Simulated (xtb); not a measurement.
N-methyl-N-silylmethanamine (C2H9NSi), SMILES [SiH3]N(C)C. All values are semi-empirical tight-binding results from xtb (GFN2-xTB unless named), good for trends rather than for accurate numbers. Coordinates come from a GFN2-xTB optimisation.

Optimised geometry:

```xyz
13

Si    -0.7081    -0.8123    -0.8088
N      0.0495     0.2859     0.2756
C      0.6757     1.4951    -0.1939
H      0.1967     1.8257    -1.1117
H      0.5741     2.2824     0.5596
H      1.7460     1.3524    -0.3920
C      0.5992    -0.1571     1.5309
H      0.5054     0.6370     2.2781
H      0.0585    -1.0324     1.8813
H      1.6624    -0.4166     1.4445
H      0.1978    -1.6764    -1.5887
H     -1.4690     0.0277    -1.7326
H     -1.5550    -1.6566     0.0329
```

Computed properties:
| Quantity | Value |
|---|---|
| point group as xtb finds it | Cs |
| orbital gap | 4.93 eV |
| dipole moment | 0.96 D |
| zero-point energy | 65.4 kcal/mol |
| G − E(el) at 298.15 K (modified RRHO) | 46.9 kcal/mol |
| static polarisability (D4 model) | 66.3 bohr³ |
| solvation energy, GFN2-xTB/ALPB(water) | 0.2 kcal/mol |
| solvation energy, GFN2-xTB/ALPB(acetone) | -3.4 kcal/mol |

Computed atomic charges and the Wiberg bond orders between heavy atoms:
charges (e) Si1 0.47, N2 -0.26, C3 -0.02, H4 0.03, H5 0.03, H6 0.02, C7 -0.02, H8 0.03, H9 0.03, H10 0.02, H11 -0.10, H12 -0.11, H13 -0.11. Bond orders Si1–N2 1.10, N2–C3 1.04, N2–C7 1.04.
